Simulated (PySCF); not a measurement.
Diethyl sulfide, SMILES CCSCC (C₄H₁₀S) at its GFN2-xTB optimised geometry (Å):

```
15

C      1.7057     2.4815    -2.2556
C      0.9715     1.6383    -1.2315
S      1.3186    -0.1371    -1.5182
C      0.6037    -0.8538     0.0000
C     -0.9135    -0.8538     0.0000
H      2.7776     2.3123    -2.1865
H      1.5035     3.5368    -2.0830
H      1.3819     2.2216    -3.2605
H      1.3041     1.8723    -0.2190
H     -0.1059     1.7889    -1.3069
H      1.0063    -0.2977     0.8476
H      0.9896    -1.8723     0.0286
H     -1.2887    -1.3703    -0.8803
H     -1.3041     0.1614     0.0000
H     -1.2833    -1.3629     0.8881
```

Computed with B3LYP/def2-TZVP (PySCF). Cells within 0.4 Å of a nucleus heavier than hydrogen are left out (blank, or x).

Map of the deformation density (molecule minus spherical neutral atoms) (e/bohr³) on the plane z = 0.0 Å:

```
|111111111111110000000011111|
|111111111111000000000001111|
|111111111110000000000000111|
|111111111100000000000000011|
|111111111000000000000000011|
|111111110000000000000000011|
|111111100000000011000000011|
|111111000000000012100000011|
|111110000000000011000000011|
|111100000000000000000000011|
|111000000000000000000000011|
|111000000000000000000000111|
|110000001420000000000000111|
|110000014951000000000001111|
|110000013762110111000000111|
|110000000xxx45xxx0000000111|
|110000000xxx66xxx0000000111|
|1100000002x1232x62000000111|
|110000001100001684100000111|
|110000000000001493000000111|
|111000000000000110000000111|
|111000000000000000000001111|
|111100000000000000000001111|
|111110000000000000000011111|
|111111100000000000000111111|
|111111111110000000011111111|
|111111111111111111111111111|
```
Scale: ten equal steps from -0.014 (start of '0') to 0.121 (end of '9'), in the order '0123456789'; x runs from -4.00 to 4.00, y from -4.00 (bottom) to 4.00 (top).
